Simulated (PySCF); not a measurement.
**Electron correlation in Zn⁺ (zinc, charge +1)**

[Ar] 3d10 4s1, 2S determinant. Computed with PySCF 2.14 in def2-TZVP (6s5p4d1f, 48 functions), with no relativity, point nucleus. Frozen: [Ar]; 11 electrons correlated.

MP2 pair energies summed by pair of shells (mhartree):

```csv
pair,energy,share (%)
3d-3d,-345.68,95.0
3d-4s,-18.11,5.0
```

Total MP2 correlation energy: -363.79 mhartree.

Same-spin part -136.23 and opposite-spin part -227.56 mhartree; SCS-MP2 scales them by 1/3 and 6/5 to -318.48 mhartree.

```csv
level,correlation energy (mhartree)
CCSD,-330.08
(T),-5.67
CCSD(T),-335.75
```

Diagnostics: T1 = 0.010, D1 = 0.0231, largest double amplitude 0.018.

Cost of the coupled-cluster step: 2.1 s of wall time on 1 thread of Neoverse-V1 (shared host), for 11 correlated electrons.
